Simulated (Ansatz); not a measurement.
Two members of one family (GaAs nanocrystals, H-capped), computed with Ansatz in the gas phase. Binding counts from free atoms in the multiplicity of their measured ground term, without zero-point energy. Sets without diffuse functions give affinities that are too small. A dash marks a value that wasn't run or was left out as unsound. The structures are stationary points that may keep the symmetry of their start. Remarks come from the PBE and PBE0 runs and from stability tests at other levels; not every state was tested. A HOMO above zero means that the electron is unbound at that level and held by the basis, or that self-interaction error raises the level; the energy of removing that electron tells which. HOMO above LUMO (over both spins in singlets and doublets, within one spin in higher multiplets; at PBE or PBE0), or a gap under 0.15 eV within one spin, warns that the state may not be the lowest or that an electron is smeared out.

First: Ga9As9H24, cut from wurtzite (singlet, charge 0, PBE-D4/def2-SVP geometry).

```tsv
atom	x (Å)	y (Å)	z (Å)
Ga1	-1.424	0.183	4.793
As2	1.095	-0.140	4.503
As3	-1.905	0.249	2.341
Ga4	-0.960	2.239	1.223
Ga5	2.250	-0.296	2.297
As6	1.490	1.726	1.088
As7	-1.680	2.248	-1.139
Ga8	-0.959	4.300	-2.371
Ga9	2.476	1.702	-1.184
As10	1.533	3.741	-2.269
Ga11	-1.506	-1.916	1.221
As12	0.993	-2.053	1.087
As13	-2.203	-1.738	-1.142
Ga14	-1.270	0.168	-2.407
Ga15	1.952	-2.284	-1.184
As16	1.208	-0.159	-2.214
Ga17	-2.037	-3.904	-2.377
As18	0.514	-4.012	-2.266
H19	-1.584	1.618	5.427
H20	-1.941	-1.168	5.420
H21	1.868	0.917	5.287
H22	1.580	-1.347	5.301
H23	-3.415	0.448	2.214
H24	-1.208	3.597	1.988
H25	3.809	-0.502	2.389
H26	2.200	2.877	1.796
H27	-3.203	2.322	-1.052
H28	-1.130	5.578	-1.462
H29	-1.343	4.193	-3.896
H30	4.047	1.591	-1.254
H31	2.326	4.910	-1.690
H32	2.151	3.777	-3.664
H33	-2.098	-3.165	1.984
H34	1.381	-3.350	1.794
H35	-3.694	-1.416	-1.054
H36	-1.712	0.226	-3.920
H37	3.498	-2.582	-1.254
H38	1.736	-0.228	-3.645
H39	-2.539	-5.095	-1.474
H40	-2.372	-3.694	-3.903
H41	0.972	-5.343	-1.675
H42	1.107	-4.219	-3.657
```

```tsv
level	HOMO (eV)	LUMO (eV)	gap (eV)	vertical EA (eV)	binding per atom (eV)
PBE-D4/def2-SVP	-5.88	-2.12	3.76	–	2.62
PBE-D4/def2-TZVP	-5.92	-2.21	3.71	0.95	2.61
r2SCAN-D4/def2-TZVP	-6.17	-2.05	4.12	–	2.63
PBE0-D4/def2-SVP	-6.86	-1.43	5.42	–	2.61
PBE0-D4/def2-TZVP	-6.86	-1.51	5.36	0.66	2.61
```

Remarks: HOMO above zero (-1 doublet).

Second: Ga9As9H28, cut from zinc blende, disc (singlet, charge 0, PBE-D4/def2-SVP geometry).

```xyz
46

Ga   -1.713   -1.936    3.947
Ga   -0.263    4.587    1.942
Ga    2.394    3.179   -1.427
Ga    0.251    0.262    0.946
Ga   -3.361   -0.968    0.104
Ga   -1.196    1.669   -2.217
Ga   -0.189   -2.386   -2.094
Ga   -1.996   -4.923    1.125
Ga    2.787    0.267   -4.037
As   -1.004    2.184    1.936
As    0.517   -1.297    2.840
As   -2.795   -2.679    1.847
As    2.399    1.402    0.370
As    0.816    4.793   -0.325
As    1.155    1.937   -3.118
As   -0.064   -4.181   -0.378
As    2.162   -1.732   -2.608
As   -1.103   -0.451   -0.914
H    -1.378   -3.107    4.950
H    -2.171   -0.485    4.393
H     0.971    4.597    2.929
H    -1.524    5.521    2.003
H     3.829    3.802   -1.607
H    -3.827    0.362    0.836
H    -4.194   -1.666   -1.043
H    -1.282    2.813   -1.100
H    -2.205    1.590   -3.426
H    -0.950   -2.830   -3.398
H    -1.294   -5.704    2.306
H    -2.989   -5.568    0.080
H     4.245    0.693   -3.598
H     2.355   -0.160   -5.491
H    -1.230    1.800    3.397
H    -2.430    1.973    1.445
H     1.554   -0.648    3.756
H     1.398   -2.433    2.330
H    -4.174   -3.053    2.398
H     3.023    1.895    1.674
H     3.444    0.345    0.034
H     1.613    6.094   -0.239
H    -0.183    5.242   -1.378
H     1.086    2.995   -4.221
H     1.159   -3.808    0.459
H     0.571   -5.390   -1.062
H     2.859   -1.647   -1.251
H     2.930   -2.951   -3.115
```

Task: Estimate the same table for the second.

Result: 
```csv
level,HOMO (eV),LUMO (eV),gap (eV),vertical EA (eV),binding per atom (eV)
PBE-D4/def2-SVP,-5.88,-2.24,3.63,–,2.55
PBE-D4/def2-TZVP,-5.92,-2.32,3.60,0.97,2.55
r2SCAN-D4/def2-TZVP,-6.16,-2.15,4.01,–,2.57
PBE0-D4/def2-SVP,-6.85,-1.54,5.31,–,2.55
PBE0-D4/def2-TZVP,-6.86,-1.60,5.26,0.71,2.54
```

Remarks: HOMO above zero (-1 doublet), gap within one spin near zero at PBE or PBE0 (-1 doublet).
